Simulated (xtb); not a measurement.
TiClO, SMILES [O]=[Ti+][Cl], charge +1, multiplicity 1. All values are semi-empirical tight-binding results from xtb (GFN2-xTB unless named), good for trends rather than for accurate numbers. Coordinates come from a GFN2-xTB optimisation. The multiplicity is an assumed one; other spin states were not compared. The isomer is the one that the SMILES or the coordinates give; other isomers of the formula were not compared.

For metal compounds this method's bond lengths and energies can be far off.

Computed properties:
```
Property                                       Result
-------------------------------------  --------------
point group as xtb finds it                        Cs
orbital gap                                   1.91 eV
zero-point energy                        2.2 kcal/mol
G − E(el) at 298.15 K (modified RRHO)  -15.0 kcal/mol
```
